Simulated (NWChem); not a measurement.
System: BBr$_{2}$, doublet; SMILES Br[B]Br

Output (shortened):

```
             Northwest Computational Chemistry Package (NWChem) 7.3.0
             --------------------------------------------------------

                             Geometry "geometry" -> ""
                             -------------------------

 Output coordinates in angstroms (scale by  1.889725989 to convert to a.u.)

  No.       Tag          Charge          X              Y              Z
 ---- ---------------- ---------- -------------- -------------- --------------
    1 Br                  35.0000     1.68784500     0.00000000    -0.05045200
    2 B                    5.0000     0.00000000     0.00000000     0.80845700
    3 Br                  35.0000    -1.68784500     0.00000000    -0.05045200

 Effective nuclear repulsion energy (a.u.)     289.8307227448

  pbe96 is a nonlocal functional; adding pw91lda local functional.
                              NWChem Property Module
                              ----------------------

  itol2e modified to match energy
  convergence criterion.

                                 NWChem DFT Module
                                 -----------------

 Summary of "ao basis" -> "ao basis" (spherical)
 ------------------------------------------------------------------------------
       Tag                 Description            Shells   Functions and Types
 ---------------- ------------------------------  ------  ---------------------
 Br                         def2-svp                12       32   5s4p3d
 B                          def2-svp                 6       14   3s2p1d

  itol2e modified to match energy
  convergence criterion.

            General Information
            -------------------
          SCF calculation type: DFT
          Wavefunction type:  spin polarized.
          No. of atoms     :     3
          No. of electrons :    75
           Alpha electrons :    38
            Beta electrons :    37
          Charge           :     0
          Spin multiplicity:     2
          Use of symmetry is: off; symmetry adaption is: off
          Maximum number of iterations: 150
          AO basis - number of functions:    78
                     number of shells:    30
          Convergence on energy requested:  1.00D-07
          Convergence on density requested:  1.00D-05
          Convergence on gradient requested:  5.00D-04

              XC Information
              --------------
          PerdewBurkeErnzerhof Exchange Functional  1.000
            Perdew 1991 LDA Correlation Functional  1.000 local
           PerdewBurkeErnz. Correlation Functional  1.000 non-local

             Grid Information
             ----------------
          Grid used for XC integration:  fine
          Radial quadrature: Mura-Knowles
          Angular quadrature: Lebedev.
          Tag              B.-S. Rad. Rad. Pts. Rad. Cut. Ang. Pts.
          ---              ---------- --------- --------- ---------
          Br                  1.15      140          10.0       974
          B                   0.85       70           8.0       590
          Grid pruning is: on
          Number of quadrature shells:   350
          Spatial weights used:  Erf1

      Superposition of Atomic Density Guess
      -------------------------------------

 Sum of atomic energies:       -5168.67561171

      Non-variational initial energy
      ------------------------------

 Total energy =   -5169.324736
 1-e energy   =   -7774.463178
 2-e energy   =    2315.307719
 HOMO         =      -0.109891
 LUMO         =       0.024018

   convergence    iter        energy       DeltaE   RMS-Dens  Diis-err
 ---------------- ----- ----------------- --------- --------- ---------
 d= 0,ls=0.0,diis     1  -5171.6198547367 -5.46D+03  1.30D-02  1.66D-01
                                                     9.59D-03  1.53D-01
 d= 0,ls=0.0,diis     2  -5171.3645685925  2.55D-01  8.42D-03  5.58D-01
                                                     8.50D-03  5.77D-01
 d= 0,ls=0.0,diis     3  -5171.6865646678 -3.22D-01  2.30D-03  2.16D-02
                                                     1.94D-03  1.88D-02
 d= 0,ls=0.0,diis     4  -5171.7003480434 -1.38D-02  4.21D-04  9.06D-04
                                                     4.49D-04  1.05D-03
 d= 0,ls=0.0,diis     5  -5171.7010145144 -6.66D-04  8.01D-05  4.96D-05
                                                     8.55D-05  5.42D-05
  Resetting Diis
 d= 0,ls=0.0,diis     6  -5171.7010433627 -2.88D-05  1.78D-05  1.04D-06
                                                     2.15D-05  9.67D-07
 d= 0,ls=0.0,diis     7  -5171.7010442954 -9.33D-07  1.52D-05  2.11D-07
                                                     5.94D-06  8.29D-08
 d= 0,ls=0.0,diis     8  -5171.7010442839  1.16D-08  6.98D-06  1.85D-07
                                                     7.03D-06  2.16D-07

         Total DFT energy =    -5171.701044283850
      One electron energy =    -7773.439385878629
           Coulomb energy =     2497.760994560597
    Exchange-Corr. energy =     -185.853375710574
 Nuclear repulsion energy =      289.830722744756

 Numeric. integr. density =       75.000000375079

                    DFT Final Alpha Molecular Orbital Analysis
                    ------------------------------------------

 Vector   36  Occ=1.000000D+00  E=-2.848666D-01
              MO Center= -6.5D-07, -1.4D-08, -3.4D-02, r^2= 4.2D+00
   Bfn.  Coefficient  Atom+Function         Bfn.  Coefficient  Atom+Function
  ----- ------------  ---------------      ----- ------------  ---------------
    16      0.426817  1 Br py                62     -0.426817  3 Br py
    13      0.393905  1 Br py                59     -0.393905  3 Br py
    10     -0.259064  1 Br py                56      0.259064  3 Br py
     7      0.084212  1 Br py                53     -0.084212  3 Br py
    42      0.031196  2 B  d -2

 Vector   37  Occ=1.000000D+00  E=-2.731055D-01
              MO Center= -3.8D-07,  5.2D-09, -4.9D-03, r^2= 4.4D+00
   Bfn.  Coefficient  Atom+Function         Bfn.  Coefficient  Atom+Function
  ----- ------------  ---------------      ----- ------------  ---------------
    17      0.328230  1 Br pz                63     -0.328230  3 Br pz
    14      0.311667  1 Br pz                60     -0.311667  3 Br pz
    15      0.276775  1 Br px                61      0.276775  3 Br px
    12      0.254792  1 Br px                58      0.254792  3 Br px
    11     -0.203806  1 Br pz                57      0.203806  3 Br pz

[...]

          -----------------------
          Electric field gradient
          -----------------------

 1 a.u. = 0.324123 10**(16) esu/cm**3  ( or statvolts/cm**2 ) = 0.97174 10**(22) v/m**2

 ------------------------------------------------------------
   Atom      X         Y         Z
 ------------------------------------------------------------
    1 Br   3.18956   0.00000  -0.09534
 ------------------------------------------------------------

 Electric field gradient in molecular frame (a.u.)
         XX             YY             ZZ             XY             XZ             YZ
 ------------------------------------------------------------------------------------------
       -2.474272       0.969953       1.504319      -0.000000       2.907428      -0.000000

 Principal components (a.u.) and orientation
 of principal axis w.r.t. absolute frame                      Asymmetry parameter eta
 --------------------------------------------------------------------------------------
       -4.007821       3.037868       0.969953                       0.515970

        0.884501       0.466538       0.000000
        0.000000      -0.000000       1.000000
       -0.466538       0.884501       0.000000

 ------------------------------------------------------------
   Atom      X         Y         Z
 ------------------------------------------------------------
    2 B    0.00000   0.00000   1.52776
 ------------------------------------------------------------

 Electric field gradient in molecular frame (a.u.)
         XX             YY             ZZ             XY             XZ             YZ
 ------------------------------------------------------------------------------------------
        0.098217      -0.271616       0.173400      -0.000000       0.000000      -0.000000

 Principal components (a.u.) and orientation
 of principal axis w.r.t. absolute frame                      Asymmetry parameter eta
 --------------------------------------------------------------------------------------
       -0.271616       0.173400       0.098217                       0.276798

        0.000000       0.000000       1.000000
        1.000000      -0.000000      -0.000000
        0.000000       1.000000      -0.000000

 ------------------------------------------------------------
   Atom      X         Y         Z
 ------------------------------------------------------------
    3 Br  -3.18956   0.00000  -0.09534
 ------------------------------------------------------------

 Electric field gradient in molecular frame (a.u.)
         XX             YY             ZZ             XY             XZ             YZ
 ------------------------------------------------------------------------------------------
       -2.474271       0.969952       1.504319      -0.000000      -2.907429      -0.000000

 Principal components (a.u.) and orientation
 of principal axis w.r.t. absolute frame                      Asymmetry parameter eta
 --------------------------------------------------------------------------------------
       -4.007821       3.037869       0.969952                       0.515970

        0.884501      -0.466538      -0.000000
        0.000000      -0.000000       1.000000
        0.466538       0.884501       0.000000
```

Level: PBE/def2-SVP, spin-unrestricted. In the optimisation the excess spin sits in a1 (C2v, its own frame). The geometry was optimised at PBE-D3(BJ)/def2-SVP, spin-unrestricted. No stability test was run on the SCF state. NWChem prints the field gradient with the sign opposite to the second derivative of the potential.

Question: Reconstruct the input file.

Answer: One answer among several that fit: the input that was run:
```
start job
memory heap 200 mb stack 700 mb global 900 mb
geometry units angstroms noautosym nocenter noautoz
  Br     1.687845     0.000000    -0.050452
  B      0.000000     0.000000     0.808457
  Br    -1.687845     0.000000    -0.050452
end
basis spherical
  Br library def2-svp
  B library def2-svp
end
dft
  odft
  mult 2
  xc xpbe96 cpbe96
  iterations 150
end
property
  efieldgrad
end
task dft property
```
